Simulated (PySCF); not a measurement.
**How methods differ on the electron affinity of Mo**

Mo⁻ [Kr] 4d5 5s2 (6S) → Mo [Kr] 4d5 5s1 (7S), as a difference of total energies. All numbers are calculated (PySCF 2.14, scalar relativity through the core potential, in def2-TZVPPD with the def2 core potential (28 electrons)). Correlated levels: valence: 4s2 4p6 frozen. The calculations carry no spin-orbit coupling.

| method | electron affinity (eV) | error (eV) |
| --- | --- | --- |
| UHF | -0.826 | -1.573 |
| MP2 (valence) | 0.075 | -0.672 |
| SCS-MP2 (valence) | 0.286 | -0.461 |
| CCSD (valence) | 0.274 | -0.473 |
| CCSD(T) (valence) | 0.392 | -0.355 |

Reference: 0.747 eV (measured; photodetachment measurements, as compiled on the Wikipedia data page of electron affinities).

Errors of the correlated levels include the incompleteness of this basis and the frozen core.

A negative affinity means that the anion lies above the atom at that level of theory.

The coupled-cluster amplitudes are large for Mo⁻ (T1 above 0.03 or a double amplitude above 0.15), so a single reference is strained.
